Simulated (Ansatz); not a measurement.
`[OH][Sc]([OH])[O][SiH3]` and `[NH2][Sc]([OH])[O][SiH3]` differ in one atom or group.

Ansatz, PBE0-D4/def2-TZVP geometries, multiplicity 1. Each molecule was computed in one conformer, which needn't be the lowest.

Scalar relativity is left out up to krypton.

| property | `[OH][Sc]([OH])[O][SiH3]` |
| --- | --- |
| LUMO energy (PBE/def2-TZVPP) / eV | -2.61 |
| HOMO energy (PBE0/def2-TZVPP) / eV | -8.16 |
| size of the dipole moment (B3LYP/def2-TZVPP) / D | 2.16 |
| LUMO energy (B3LYP/def2-TZVPP) / eV | -2.06 |
| LUMO energy (ωB97M-V/def2-TZVPP) / eV | -0.22 |
| HOMO energy (PBE/def2-TZVPP) / eV | -6.69 |

Task: Give the same properties after the change, and the shifts. (Estimate.)

Result: Computed: 
```tsv
property	`[NH2][Sc]([OH])[O][SiH3]`	shift
LUMO energy (PBE/def2-TZVPP) / eV	-2.43	0.18
HOMO energy (PBE0/def2-TZVPP) / eV	-7.09	1.07
size of the dipole moment (B3LYP/def2-TZVPP) / D	1.57	-0.59
LUMO energy (B3LYP/def2-TZVPP) / eV	-1.90	0.16
LUMO energy (ωB97M-V/def2-TZVPP) / eV	-0.10	0.12
HOMO energy (PBE/def2-TZVPP) / eV	-5.78	0.91
```

With PBE0 the HOMO rises by 1.07 eV and the LUMO rises by 0.14 eV, so the gap narrows by about 0.93 eV. PBE moves the HOMO by 0.91 eV and ωB97M-V by 1.01 eV. Dipoles are sizes alone; their direction can turn.

B3LYP here is the variant with VWN-RPA as its local correlation; programs differ in this.
